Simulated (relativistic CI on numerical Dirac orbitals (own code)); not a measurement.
Ligand-field terms of d2

Computed with a parametric ligand-field model of a d^n configuration (Racah B and C, spin-orbit zeta, crystal field), exact diagonalisation.

Field parameters in Wybourne normalisation: Oh B⁴₀ = 21Dq, B⁴₄ = √(5/14) B⁴₀; Td as Oh with Dq negative (B⁴₀ = 21Dq, B⁴₄ = √(5/14) B⁴₀). The field is a parameter set, without covalency.

(1) Lowest levels for B = 510, C = 2520, ζ = 840 cm⁻¹, Oh, 10Dq = 11150 cm⁻¹?

(2) Lowest levels for B = 520, C = 2150, ζ = 470 cm⁻¹, Oh, 10Dq = 25600 cm⁻¹?

(3) Lowest levels for B = 540, C = 2610, ζ = 510 cm⁻¹, Td, 10Dq = -7050 cm⁻¹?

(4) Lowest levels for B = 390, C = 1400, ζ = 2900 cm⁻¹, Oh, 10Dq = 19750 cm⁻¹?

(5) Lowest levels for B = 860, C = 4430, ζ = 350 cm⁻¹, Oh, 10Dq = 16400 cm⁻¹?

Results:

(1) E 0 (S 0.99), T2 101 (S 1.00), T1 1268 (S 1.00), A1 1818 (S 1.00), T2 8677 (S 0.31), E 9264 (S 0.05), A2 10574 (S 1.00), T2 11195 (S 0.87), T1 11228 (S 1.00) cm⁻¹, with S from ⟨S²⟩ = S(S + 1). The ground level has 0.06 electrons in the cubic e pair.

(2) E 0 (S 1.00), T2 12 (S 1.00), T1 589 (S 1.00), A1 854 (S 1.00), T2 7920 (S 0.01), E 8000 (S 0.01), A1 17946 (S 0.01), A2 24446 (S 1.00), T2 24568 (S 1.00) cm⁻¹, with S from ⟨S²⟩ = S(S + 1). The ground level has 0.01 electrons in the cubic e pair.

(3) T2 0 (S 1.00), A2 6887 (S 1.00), E 6900 (S 0.95), T2 7008 (S 1.00), T1 7215 (S 1.00), E 9463 (S 0.23), T2 11089 (S 1.00), E 11274 (S 0.96), T1 11553 (S 1.00) cm⁻¹, with S from ⟨S²⟩ = S(S + 1). The ground level has 1.99 electrons in the cubic e pair.

(4) E 0 (S 0.94), T2 333 (S 0.93), T1 4753 (S 1.00), A1 5031 (S 0.90), T2 8562 (S 0.25), E 9022 (S 0.21), A1 16486 (S 0.36), A2 20966 (S 1.00), T2 21749 (S 0.96) cm⁻¹, with S from ⟨S²⟩ = S(S + 1). The ground level has 0.08 electrons in the cubic e pair.

(5) E 0 (S 1.00), T2 14 (S 1.00), T1 487 (S 1.00), A1 722 (S 1.00), T2 14457 (S 0.48), A2 14965 (S 1.00), E 15048 (S 0.06), T1 15231 (S 1.00), E 15246 (S 0.98) cm⁻¹, with S from ⟨S²⟩ = S(S + 1). The ground level has 0.04 electrons in the cubic e pair.
